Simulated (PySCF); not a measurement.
## How methods differ on the ionisation energy of Tc²⁺

Tc²⁺ [Kr] 4d5 (6S) → Tc³⁺ [Kr] 4d4 (5D), as a difference of total energies. Computed with PySCF 2.14 in aug-cc-pVTZ-PP with ECP28MDF, with a scalar-relativistic core potential. Correlated levels: valence: 4s2 4p6 frozen. The calculations carry no spin-orbit coupling.

| method | ionisation energy (eV) |
| --- | --- |
| UHF | 28.821 |
| MP2 (valence) | 29.467 |
| SCS-MP2 (valence) | 29.036 |
| CCSD (valence) | 29.504 |
| CCSD(T) (valence) | 29.517 |

Problem. How much does correlation contribute at CCSD(T) (valence)?

Solution. 29.517 − (28.821) = 0.696 eV, measured against UHF.

The reference lies between the lowest fine-structure levels, while these numbers refer to the centres of the terms.

Errors of the correlated levels include the incompleteness of this basis and the frozen core.

For comparison: 29.55 eV (semi-empirical (NIST evaluation); NIST Atomic Spectra Database, ionization energies).
